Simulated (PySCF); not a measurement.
Energy of V(2+) (vanadium, charge +2) between two integer charges

The 3d alpha orbital of [Ar] 3d3 is emptied in steps (occupation f), with all orbitals relaxed, ending at [Ar] 3d2. Calculation: PySCF 2.14, in aug-cc-pVTZ (8s7p5d3f2g, 93 functions); no relativity, point nucleus. The exact energy is a straight line in f; departures are measured from the line between the end points of the same method.

```csv
f,r2SCAN0 (eV)
1,0.000
0.9,-0.445
0.7,-1.041
0.5,-1.242
0.3,-1.044
0.1,-0.447
0,0.000
```

```json
{"method": "r2SCAN0", "E(f=0) − E(f=1) (eV)": "30.077", "−ε at f=1 (eV)": "25.140", "−ε at f=0.5 (eV)": "30.070"}
```

Orbital energy along the path (eV):

| f | r2SCAN0 |
| --- | --- |
| 1 | -25.140 |
| 0.9 | -26.113 |
| 0.7 | -28.082 |
| 0.5 | -30.070 |
| 0.3 | -32.065 |
| 0.1 | -34.054 |
| 0 | -35.037 |

Reference removal energy between the ground levels: 29.311 eV (measured; NIST Atomic Spectra Database, ionization energies). The calculation has no spin-orbit coupling. The determinant left behind need not be the lowest term of the ion.
